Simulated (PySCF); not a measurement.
Si(F)3(NCO) (CF3NOSi), SMILES F[Si](N=C=O)(F)F. Atoms are numbered in the order given.

```xyz
7

O      0.0000     0.0000     3.3002
C      0.0000     0.0000     2.1344
N      0.0000     0.0000     0.9300
Si     0.0000     0.0000    -0.7458
F     -1.2923    -0.7461    -1.3066
F      0.0000     1.4922    -1.3066
F      1.2923    -0.7461    -1.3066
```

Coordinates come from a r2SCAN-D4/def2-SVP optimisation. The values are those of a single conformer.

Two levels are set side by side: PBE/pcSseg-1 (PySCF) and PBE0/pcSseg-1 (PySCF). GIAO shifts against CFCl3 (¹⁹F), H2O (¹⁷O), NH3 (¹⁵N), TMS (²⁹Si), TMS (¹³C) at the same level; non-relativistic, no solvent, atoms listed together averaged. Differences are taken from unrounded values.

```json
[
 {"quantity": "δ(¹⁷O) of O1 (ppm)", "PBE": "155.0"},
 {"quantity": "δ(¹³C) of C2 (ppm)", "PBE": "120.2"},
 {"quantity": "δ(¹⁵N) of N3 (ppm)", "PBE": "44.3"},
 {"quantity": "δ(²⁹Si) of Si4 (ppm)", "PBE": "-107.4"},
 {"quantity": "δ(¹⁹F) of F5, F6, F7 (ppm)", "PBE": "-174.8"}
]
```

Task: These are the PBE values. What does PBE0 give? (The exact figures need the calculation; the answer reports its results.)

Result: 
| quantity | PBE0 | PBE minus PBE0 |
|---|---|---|
| δ(¹⁷O) of O1 (ppm) | 151.8 | 3.2 |
| δ(¹³C) of C2 (ppm) | 126.1 | -5.9 |
| δ(¹⁵N) of N3 (ppm) | 40.2 | 4.1 |
| δ(²⁹Si) of Si4 (ppm) | -107.4 | 0.1 |
| δ(¹⁹F) of F5, F6, F7 (ppm) | -157.6 | -17.2 |

Rough cost on one machine, each run with all the roots and properties that it gave: PBE0 against PBE within a factor of 2.
